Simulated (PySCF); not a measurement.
**Vibration and rotation of GePb**

UHF-CCSD(T) constants of GePb, ³Σ⁻ (triplet), unpaired electrons π ↑↑ (PySCF, scalar-relativistic core potentials, basis sets Ge cc-pVDZ-PP with ECP10, Pb cc-pVDZ-PP with ECP60; masses 73.9212 and 207.9766 u):

| Quantity | Value |
| --- | --- |
| ωe | 202.7 cm⁻¹ |
| ωexe | 0.386 cm⁻¹ |
| Be | 0.042938 cm⁻¹ |
| αe | 0.000111 cm⁻¹ |
| De to Ge + Pb | 1.97 eV |

What force constant and bond length do these constants imply?

Reduced mass μred = 54.537 u; k = 5.8918×10⁻⁷·μred·ωe² (u, cm⁻¹, mdyn/Å) = 1.32 mdyn/Å; Re = √(16.8576/(μred·Be)) (u, cm⁻¹, Å) = 2.683 Å.

Estimate the centrifugal constant D from the Kratzer relation and find the Dunham coefficient a1.

D = 4Be³/ωe² = 7.71e-09 cm⁻¹; a1 = −1 − αeωe/(6Be²) = -3.03.

Correlated steps freeze 8 core orbitals. Correlated levels converge slowly with the basis: in double zeta they bind strong bonds too weakly, by up to about 1 eV, and carry superposition errors of some tenths. Spin–orbit coupling is left out, which matters for elements this heavy, above all for dissociation energies. The state is the lowest determinant that a PBE0 search found; another state may lie lower at other levels.
